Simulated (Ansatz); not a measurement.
The same molecule with X = Mg, Zn, Cd. Ansatz, PBE0-D4/def2-TZVP geometries, multiplicity 1.

Elements past krypton have def2 core potentials. Scalar relativity is left out up to krypton.

```json
{"X": "Mg", "molecule": "`[MgH2]`", "mean X–H bond length / Å": "1.704", "HOMO–LUMO gap (PBE/def2-TZVPP) / eV": "4.87", "ideal-gas entropy at 298 K and 1 bar (rigid rotor, harmonic PBE0-D4/def2-TZVP) / J/(mol·K)": "194", "zero-point energy (PBE0-D4/def2-TZVP) / kJ/mol": "24.8"}
{"X": "Zn", "molecule": "`[ZnH2]`", "mean X–H bond length / Å": "1.544", "HOMO–LUMO gap (PBE/def2-TZVPP) / eV": "5.45", "ideal-gas entropy at 298 K and 1 bar (rigid rotor, harmonic PBE0-D4/def2-TZVP) / J/(mol·K)": "201", "zero-point energy (PBE0-D4/def2-TZVP) / kJ/mol": "30.5"}
```

(1) Give the row for X = Cd, `[CdH2]`. (An estimate is asked.)

## Answers

(1) The calculation gave: 
| X | molecule | mean X–H bond length / Å | HOMO–LUMO gap (PBE/def2-TZVPP) / eV | ideal-gas entropy at 298 K and 1 bar (rigid rotor, harmonic PBE0-D4/def2-TZVP) / J/(mol·K) | zero-point energy (PBE0-D4/def2-TZVP) / kJ/mol |
| --- | --- | --- | --- | --- | --- |
| Cd | `[CdH2]` | 1.677 | 5.28 | 209 | 29.4 |

From Mg to Cd the mean X–H bond length isn't monotonic: highest at Mg, lowest at Zn; the HOMO–LUMO gap (PBE/def2-TZVPP) isn't monotonic: highest at Zn, lowest at Mg; the ideal-gas entropy at 298 K and 1 bar (rigid rotor, harmonic PBE0-D4/def2-TZVP) rises at each step, by 15 J/(mol·K) in all; the zero-point energy (PBE0-D4/def2-TZVP) isn't monotonic: highest at Zn, lowest at Mg.
